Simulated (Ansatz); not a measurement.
Start from `C[O][GeH2][CH3]` and change one atom or group to get `[CH3][GeH2][O]C=S`.

Ansatz, PBE0-D4/def2-TZVP geometries, multiplicity 1. Each molecule was computed in one conformer, which needn't be the lowest.

Scalar relativity is left out up to krypton.

```csv
property,`C[O][GeH2][CH3]`
LUMO energy (PBE/def2-TZVPP) / eV,-0.14
HOMO energy (ωB97M-V/def2-TZVPP) / eV,-9.97
size of the dipole moment (ωB97M-V/def2-TZVPP) / D,0.90
LUMO energy (PBE0/def2-TZVPP) / eV,0.73
HOMO–LUMO gap (PBE0/def2-TZVPP) / eV,8.31
LUMO energy (B3LYP/def2-TZVPP) / eV,0.47
```

Give the same properties after the change, and the shifts. (Estimate.)

Ansatz gave: 
```csv
property,`[CH3][GeH2][O]C=S`,shift
LUMO energy (PBE/def2-TZVPP) / eV,-2.15,-2.01
HOMO energy (ωB97M-V/def2-TZVPP) / eV,-8.49,1.48
size of the dipole moment (ωB97M-V/def2-TZVPP) / D,5.30,4.40
LUMO energy (PBE0/def2-TZVPP) / eV,-1.21,-1.94
HOMO–LUMO gap (PBE0/def2-TZVPP) / eV,5.09,-3.22
LUMO energy (B3LYP/def2-TZVPP) / eV,-1.42,-1.89
```

With PBE0 the HOMO rises by 1.28 eV and the LUMO falls by 1.94 eV, so the gap narrows by about 3.22 eV. PBE moves the HOMO by 0.91 eV and ωB97M-V by 1.48 eV. Dipoles are sizes alone; their direction can turn.

B3LYP here is the variant with VWN-RPA as its local correlation; programs differ in this.
